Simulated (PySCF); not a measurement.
# C6H10OP2: core ionisation energies

Compound: C₆H₁₀OP₂.
Atom-mapped SMILES: `[CH3:1][P:2]([CH2:3][PH2:4])[c:5]1[cH:6][cH:7][cH:8][o:9]1`

Method used: PySCF 2.14.0, delta-SCF UKS SCAN, pcX-2 on the ionised atom, pcseg-1 elsewhere, spin-free X2C. Each binding energy is the total energy of the core-ionised species, with the hole localised on one atom, minus that of the ground state; both are solved self-consistently, so orbital relaxation is included.

**Question.** What binding energy does each computed site have?

**Answer.** 
```json
{"atom(s)": "C1", "environment": "sp3 carbon bound to phosphorus", "level": "C 1s", "binding energy (eV)": "290.52", "2p1/2 (eV)": "–", "above the level's lowest (eV)": "+0.31", "count": "1"}
{"atom(s)": "P2", "environment": "phosphine phosphorus", "level": "P 1s", "binding energy (eV)": "2149.80", "2p1/2 (eV)": "–", "above the level's lowest (eV)": "0.00", "count": "1"}
{"atom(s)": "C3", "environment": "sp3 carbon bound to phosphorus", "level": "C 1s", "binding energy (eV)": "290.28", "2p1/2 (eV)": "–", "above the level's lowest (eV)": "+0.07", "count": "1"}
{"atom(s)": "P4", "environment": "phosphine phosphorus", "level": "P 2p3/2", "binding energy (eV)": "136.23", "2p1/2 (eV)": "137.13", "above the level's lowest (eV)": "0.00", "count": "1"}
{"atom(s)": "P4", "environment": "phosphine phosphorus", "level": "P 1s", "binding energy (eV)": "2149.82", "2p1/2 (eV)": "–", "above the level's lowest (eV)": "+0.02", "count": "1"}
{"atom(s)": "C5", "environment": "substituted aromatic carbon", "level": "C 1s", "binding energy (eV)": "291.23", "2p1/2 (eV)": "–", "above the level's lowest (eV)": "+1.02", "count": "1"}
{"atom(s)": "C6", "environment": "aromatic CH carbon", "level": "C 1s", "binding energy (eV)": "290.21", "2p1/2 (eV)": "–", "above the level's lowest (eV)": "0.00", "count": "1"}
{"atom(s)": "C7", "environment": "aromatic CH carbon", "level": "C 1s", "binding energy (eV)": "290.37", "2p1/2 (eV)": "–", "above the level's lowest (eV)": "+0.16", "count": "1"}
{"atom(s)": "C8", "environment": "aromatic CH next to a ring oxygen", "level": "C 1s", "binding energy (eV)": "291.41", "2p1/2 (eV)": "–", "above the level's lowest (eV)": "+1.20", "count": "1"}
{"atom(s)": "O9", "environment": "furan-type oxygen", "level": "O 1s", "binding energy (eV)": "539.70", "2p1/2 (eV)": "–", "above the level's lowest (eV)": "0.00", "count": "1"}
```

Lowest listed C 1s: C6, bonded to 2 C (aromatic in the SMILES) and H. Highest, 1.20 eV above it: C8, bonded to O (aromatic in the SMILES), C (aromatic in the SMILES) and H. The widest gap between neighbouring values is 0.71 eV, between 290.52 and 291.23 eV. Summing the Pauling electronegativity differences to the bonded atoms, each weighted by its formal bond order, gives -0.35 for the lowest site and +0.99 for the highest; no listed site has a larger sum than the highest. The smallest sum, -1.42, belongs to C3, 0.07 eV above the lowest.

The 2 P 1s values lie within 0.02 eV of each other; Gaussian lines of 0.5 eV full width would blend them into one maximum.

**Question.** What is the longest wavelength that can ionise C 1s of C3 vertically?

**Answer.** λ = hc/E = 12398.42 eV Å / 290.28 eV = 42.712 Å.

**Question.** Which photon energy gives electrons from C 1s of C3 a kinetic energy of 50 eV, and what is their de Broglie wavelength?

**Answer.** hν = 290.28 + 50 = 340.28 eV, recoil neglected; λ = 12.264 Å/√(E/eV) = 1.73 Å.

The list is incomplete; no value stands for P 2p of P2. The 2p values aren't plain energy differences: one relaxed spin-free 2p hole is combined with a matrix within the shell (ground-state 2p orbital-energy differences and spin–orbit coupling). 2p3/2, the mean of its two sublevels, lies a third of the splitting below the shell's mean and 2p1/2 two thirds above it; the statistical areas are 2:1. 2p1/2 minus 2p3/2 (ligand field included): P 0.89 eV. Geometry: PBE0-D3(BJ)/def2-SVP, one conformer, isolated molecule.

Conformer computed: `[CH3:1][P:2]([CH2:3][PH2:4])[c:5]1[cH:6][cH:7][cH:8][o:9]1`: C1–P2–C3–P4 -172°, C1–P2–C5–C6 9°, H–P4–C3–P2 -42°, H–P4–C3–P2 52°.
